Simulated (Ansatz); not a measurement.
The same ligand exchange along the group B, Al, Ga, In.

Calculated with Ansatz (gas phase, PBE0-D4/def2-TZVP geometries, no zero-point term in ΔE). CCSD(T)/CBS adds triple-zeta CCSD(T) − MP2 to the extrapolated MP2 energy (def2 sets, frozen cores). This one scheme is used for every species. Elements past krypton have def2 core potentials. For Ga, In outer-core shells are correlated without core-valence functions, which leaves a few kJ/mol of doubt a bond. Scalar relativity is left out up to krypton. One conformer a species, not always the lowest.

Q: Order these by ΔE at CCSD(T)/CBS, lowest first. (Estimate.)
A. `B[SiH2]N` + `SS` → `N[SiH2]SS` + BH₃
B. `N[SiH2][AlH2]` + `SS` → `N[SiH2]SS` + `[AlH3]`
C. `N[SiH2][InH2]` + `SS` → `N[SiH2]SS` + `[InH3]`
D. `N[SiH2][GaH2]` + `SS` → `N[SiH2]SS` + `[GaH3]`

A: A (-0.98 eV), B (-0.82 eV), D (-0.65 eV), C (-0.52 eV).

Largest T1 diagnostic: 0.014, for `[InH3]`.
